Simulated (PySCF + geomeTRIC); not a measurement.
Species: [Sc(Cl)3] (charge 0, multiplicity 1).

**Question.** Give a relaxed geometry from BP86-D3(BJ)/def2-SVP (PySCF + geomeTRIC).

**Answer.** the end point of this relaxation.
Cartesian coordinates (Å) in one orientation:
```xyz
4

Sc     0.003     0.007    -0.002
Cl     1.440     0.558    -1.674
Cl    -2.188     0.592    -0.133
Cl     0.747    -1.179     1.785
```
